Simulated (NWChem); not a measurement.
# Basis-set convergence for germanium monotelluride (GeTe)

```xyz
2

Ge     0.0000     0.0000     1.4707
Te     0.0000     0.0000    -0.9050
```
Charge 0, spin multiplicity 1.

All runs are NWChem calculations. Structure: optimised with PBE/def2-SVP with def2 effective core potentials on Te, a minimum by its harmonic frequencies.

Quantity: first vertical ionisation energy at the level G0W0@PBE.

Effective core potentials replace the inner electrons of Te; spin-orbit coupling is left out. GW and range-separated runs recompute their integrals, the others keep them in memory, which bears on the times.

The cost column gives rough processor time relative to def2-SVP; each entry includes its own SCF.

```
basis       functions  first vertical ionisation energy (eV)  relative cost
----------  ---------  -------------------------------------  -------------
def2-SVP           58                             (withheld)              1
def2-SVPD          73                             (withheld)        under 3
def2-TZVPP         98                                   8.60              4
def2-TZVP          98                                   8.60              4
def2-TZVPD        113                             (withheld)              5
def2-QZVP         157                                   8.81             30
```

Some entries are withheld; supply them.


- def2-SVP, first vertical ionisation energy (eV): 8.30
- def2-SVPD, first vertical ionisation energy (eV): 8.27
- def2-TZVPD, first vertical ionisation energy (eV): 8.56
